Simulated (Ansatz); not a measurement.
Relaxation of Sn₅H₂ with RKS PBE-D4/def2-SVP.

```sh
$ ansatz run in.yaml --threads 4 --pin off --events-out ev --progress --plain --max-ram 4787MiB
```

```yaml
crystal:
  periodic: [false, false, false]
  atoms:
    - {symbol: Sn, position_ang: [0.261980, -2.348270, 0.055210]}
    - {symbol: Sn, position_ang: [-0.181800, 2.235580, -0.012700]}
    - {symbol: Sn, position_ang: [-1.596650, -0.039180, 0.821210]}
    - {symbol: Sn, position_ang: [1.814920, 0.216650, 0.681670]}
    - {symbol: Sn, position_ang: [-0.089980, -0.185370, -1.569860]}
    - {symbol: H, position_ang: [-3.354890, -0.309060, 0.503160]}
    - {symbol: H, position_ang: [3.146420, 0.429660, -0.478690]}
basis:
  gaussian: {orbitals: def2-SVP}
hamiltonian: {xc: pbe, dispersion: d4}
scf: {lower_state_search: "off"}
output: {orbitals: {seedname: orbitals}}
relax: {f_tol: 0.02, max_steps: 100}
```

Run time 54 s (4 threads of Arm Neoverse V1 on a shared host).

Positions (Å) and forces (eV/Å) at steps 1, 2, 3, 4, 5, 6, 7, 8, 9, 10, 11, 12, 13, 14, 16, 17, 18, 19, 22, 25, 26 of 26:

```xyz
7
step=1 energy=-29191.7147 eV
Sn    0.262   -2.348    0.055    0.309   -0.509    0.352
Sn   -0.182    2.236   -0.013   -0.025    0.731    0.532
Sn   -1.597   -0.039    0.821   -1.975    0.319    0.210
Sn    1.815    0.217    0.682    1.330   -0.078    0.380
Sn   -0.090   -0.185   -1.570    0.020   -0.329   -1.636
H    -3.355   -0.309    0.503    0.373   -0.117    0.236
H     3.146    0.430   -0.479   -0.031   -0.017   -0.074
7
step=2 energy=-29192.1645 eV
Sn    0.296   -2.352    0.098    0.062    0.268    0.265
Sn   -0.172    2.267    0.064   -0.008   -0.556    0.243
Sn   -1.785    0.017    0.808    0.570    0.566   -0.155
Sn    1.976    0.209    0.727    0.037   -0.174    0.213
Sn   -0.088   -0.225   -1.710   -0.028    0.117   -0.172
H    -3.415   -0.347    0.530   -0.818   -0.320   -0.079
H     3.188    0.430   -0.517    0.185    0.099   -0.315
7
step=3 energy=-29192.4341 eV
Sn    0.267   -2.232    0.203   -0.173    0.458    0.330
Sn   -0.085    2.116    0.134    0.135   -0.232    0.077
Sn   -1.898    0.109    0.671    0.142   -0.165    0.282
Sn    2.114    0.088    0.733   -0.094   -0.134    0.089
Sn   -0.077   -0.227   -1.780    0.191    0.127   -0.531
H    -3.551   -0.423    0.600   -0.121   -0.097   -0.098
H     3.230    0.568   -0.561   -0.081    0.042   -0.149
7
step=4 energy=-29192.6849 eV
Sn    0.218   -2.087    0.323   -0.526    0.811    0.069
Sn   -0.001    1.993    0.203    0.173   -0.346   -0.115
Sn   -1.940    0.142    0.666   -0.118   -0.754    0.479
Sn    2.208    0.006    0.776    0.181    0.222   -0.187
Sn   -0.039   -0.209   -1.875    0.351    0.087   -0.238
H    -3.593   -0.485    0.558    0.212    0.147   -0.134
H     3.146    0.639   -0.651   -0.273   -0.166    0.127
7
step=5 energy=-29192.9642 eV
Sn    0.155   -1.920    0.399   -0.408    0.416   -0.267
Sn    0.039    1.865    0.239    0.178   -0.060   -0.249
Sn   -1.955    0.087    0.732   -0.397   -0.722    0.441
Sn    2.281   -0.004    0.804    0.287    0.436   -0.176
Sn    0.020   -0.181   -1.947    0.292    0.034    0.084
H    -3.630   -0.496    0.498    0.366    0.225   -0.069
H     3.089    0.648   -0.725   -0.318   -0.328    0.235
7
step=6 energy=-29193.1382 eV
Sn    0.099   -1.772    0.402    0.536   -0.539   -0.376
Sn    0.050    1.795    0.237   -0.153    0.245   -0.243
Sn   -1.938   -0.036    0.881   -1.008    0.150    0.210
Sn    2.323    0.090    0.870    0.229    0.147   -0.168
Sn    0.096   -0.127   -1.982    0.178    0.069    0.177
H    -3.617   -0.482    0.398    0.470    0.204    0.127
H     2.988    0.531   -0.806   -0.252   -0.277    0.273
7
step=7 energy=-29193.2571 eV
Sn    0.153   -1.781    0.276    0.279   -0.161   -0.011
Sn   -0.004    1.836    0.142   -0.038    0.100   -0.070
Sn   -1.896   -0.043    0.938   -0.593   -0.104    0.061
Sn    2.276    0.165    0.952   -0.067   -0.033   -0.102
Sn    0.158   -0.081   -2.021    0.153    0.078    0.107
H    -3.556   -0.477    0.459    0.212    0.171    0.079
H     2.869    0.383   -0.746    0.054   -0.051   -0.065
7
step=8 energy=-29193.2951 eV
Sn    0.195   -1.807    0.269   -0.009    0.022    0.024
Sn   -0.050    1.848    0.128   -0.144   -0.089    0.067
Sn   -1.924   -0.093    0.975   -0.117   -0.026   -0.087
Sn    2.250    0.188    0.919    0.067    0.045    0.066
Sn    0.228   -0.064   -1.994    0.031    0.017   -0.030
H    -3.590   -0.425    0.467    0.142    0.081    0.044
H     2.890    0.352   -0.763    0.029   -0.051   -0.084
7
step=9 energy=-29193.2995 eV
Sn    0.236   -1.770    0.323    0.139   -0.082    0.052
Sn   -0.132    1.813    0.234    0.013    0.080   -0.090
Sn   -1.984   -0.181    0.919    0.246    0.035    0.074
Sn    2.332    0.299    0.876   -0.140   -0.120    0.190
Sn    0.294   -0.023   -1.953    0.012    0.057   -0.049
H    -3.650   -0.358    0.448   -0.141    0.002   -0.058
H     2.903    0.220   -0.848   -0.127    0.028   -0.119
7
step=10 energy=-29193.3210 eV
Sn    0.252   -1.792    0.303    0.061   -0.026    0.016
Sn   -0.125    1.821    0.189    0.010   -0.023    0.027
Sn   -1.942   -0.184    0.944    0.048    0.074   -0.024
Sn    2.295    0.272    0.918   -0.033   -0.009   -0.026
Sn    0.294   -0.033   -1.971    0.059    0.016    0.009
H    -3.615   -0.336    0.450   -0.057   -0.021    0.003
H     2.841    0.253   -0.833   -0.087   -0.009   -0.005
7
step=11 energy=-29193.3293 eV
Sn    0.274   -1.795    0.310   -0.010    0.005    0.026
Sn   -0.125    1.823    0.197    0.017   -0.019    0.034
Sn   -1.934   -0.189    0.925   -0.014    0.029   -0.036
Sn    2.295    0.280    0.925    0.004    0.000   -0.004
Sn    0.323   -0.025   -1.964    0.088    0.003   -0.008
H    -3.621   -0.328    0.455   -0.002   -0.021    0.021
H     2.789    0.234   -0.848   -0.082    0.002   -0.033
7
step=12 energy=-29193.3640 eV
Sn    0.324   -1.790    0.346   -0.145    0.052    0.045
Sn   -0.116    1.816    0.236    0.044    0.018    0.040
Sn   -1.927   -0.200    0.854   -0.053   -0.065   -0.040
Sn    2.315    0.301    0.948    0.045    0.009   -0.019
Sn    0.441   -0.004   -1.947    0.146   -0.020   -0.009
H    -3.643   -0.314    0.475    0.031   -0.028    0.039
H     2.607    0.191   -0.912   -0.068    0.033   -0.056
7
step=13 energy=-29193.3819 eV
Sn    0.352   -1.781    0.394   -0.169    0.069    0.027
Sn   -0.100    1.803    0.285    0.084    0.049    0.013
Sn   -1.935   -0.208    0.777   -0.077   -0.104   -0.045
Sn    2.346    0.314    0.960   -0.009   -0.001   -0.018
Sn    0.583    0.009   -1.924   -0.083   -0.047   -0.069
H    -3.678   -0.308    0.500    0.094   -0.031    0.049
H     2.432    0.171   -0.993    0.161    0.065    0.042
7
step=14 energy=-29193.3909 eV
Sn    0.313   -1.785    0.374   -0.113    0.035    0.022
Sn   -0.088    1.811    0.254   -0.040    0.006    0.020
Sn   -1.941   -0.189    0.800    0.034   -0.022   -0.042
Sn    2.324    0.287    0.953    0.066    0.000    0.006
Sn    0.540   -0.010   -1.935    0.086   -0.003    0.000
H    -3.670   -0.331    0.513    0.005   -0.020    0.028
H     2.520    0.218   -0.960   -0.038    0.003   -0.034
7
step=16 energy=-29193.3988 eV
Sn    0.286   -1.775    0.358   -0.006    0.023    0.003
Sn   -0.086    1.818    0.231    0.003   -0.022    0.004
Sn   -1.950   -0.175    0.736    0.002   -0.002    0.038
Sn    2.315    0.275    0.975   -0.048   -0.005    0.010
Sn    0.620   -0.004   -1.953    0.036    0.001   -0.002
H    -3.691   -0.361    0.609   -0.015    0.000   -0.005
H     2.505    0.221   -0.956    0.027    0.005   -0.048
7
step=17 energy=-29193.3967 eV rejected
Sn    0.253   -1.752    0.319    0.056   -0.084   -0.066
Sn   -0.110    1.797    0.189    0.070    0.071   -0.059
Sn   -1.982   -0.171    0.737   -0.025   -0.015   -0.024
Sn    2.283    0.265    0.988   -0.028    0.025    0.093
Sn    0.729    0.007   -1.989   -0.094   -0.013    0.046
H    -3.728   -0.373    0.707    0.035    0.013    0.016
H     2.554    0.227   -0.952   -0.013    0.003   -0.006
7
step=18 energy=-29193.4005 eV
Sn    0.267   -1.779    0.325    0.024    0.017   -0.020
Sn   -0.101    1.819    0.196    0.026   -0.027   -0.015
Sn   -1.948   -0.173    0.740   -0.065   -0.003    0.000
Sn    2.272    0.267    0.992    0.036    0.012    0.023
Sn    0.676   -0.001   -1.968   -0.014    0.000   -0.010
H    -3.692   -0.362    0.666   -0.015    0.001    0.014
H     2.527    0.229   -0.950    0.009    0.000    0.008
7
step=19 energy=-29193.4018 eV
Sn    0.257   -1.766    0.291    0.033   -0.042   -0.027
Sn   -0.110    1.801    0.161    0.039    0.028   -0.023
Sn   -1.965   -0.174    0.731   -0.070   -0.006   -0.004
Sn    2.255    0.265    1.015   -0.010    0.014   -0.034
Sn    0.726    0.002   -1.999    0.007    0.006    0.056
H    -3.714   -0.362    0.736    0.028    0.005    0.010
H     2.552    0.234   -0.934   -0.027   -0.005    0.022
7
step=22 energy=-29193.4032 eV
Sn    0.253   -1.773    0.257   -0.001    0.004   -0.004
Sn   -0.117    1.802    0.129    0.006   -0.009   -0.006
Sn   -1.970   -0.178    0.711   -0.019   -0.003    0.001
Sn    2.224    0.266    1.031   -0.004    0.003   -0.001
Sn    0.773    0.008   -2.009   -0.009    0.002   -0.001
H    -3.718   -0.357    0.800    0.023    0.003    0.001
H     2.556    0.232   -0.919    0.004    0.001    0.010
7
step=25 energy=-29193.4035 eV
Sn    0.239   -1.776    0.206    0.000    0.009   -0.001
Sn   -0.131    1.797    0.078   -0.001   -0.007    0.001
Sn   -1.976   -0.180    0.693   -0.012    0.000    0.003
Sn    2.177    0.264    1.056   -0.003   -0.001   -0.001
Sn    0.832    0.014   -2.034    0.011    0.000    0.011
H    -3.715   -0.353    0.890    0.012    0.001   -0.002
H     2.574    0.235   -0.890   -0.007   -0.001   -0.010
7
step=26 energy=-29193.4036 eV
Sn    0.235   -1.774    0.194    0.003   -0.002    0.002
Sn   -0.135    1.793    0.066   -0.006    0.008    0.001
Sn   -1.980   -0.181    0.689    0.002    0.001   -0.002
Sn    2.166    0.264    1.063   -0.004   -0.006   -0.008
Sn    0.851    0.015   -2.039    0.006   -0.001    0.007
H    -3.715   -0.352    0.913    0.003    0.000    0.000
H     2.577    0.235   -0.886   -0.004   -0.001    0.000
```

In the def2 sets Sn takes a core potential; there is no spin–orbit coupling. The restricted singlet is unstable towards broken spin symmetry in Hartree–Fock (as tested in another run); at PBE-D4/def2-SVP this wasn't settled. Another isomer (singlet) lies 0.15 eV lower at PBE0-D4/def2-TZVP; other spin states weren't run for this one.
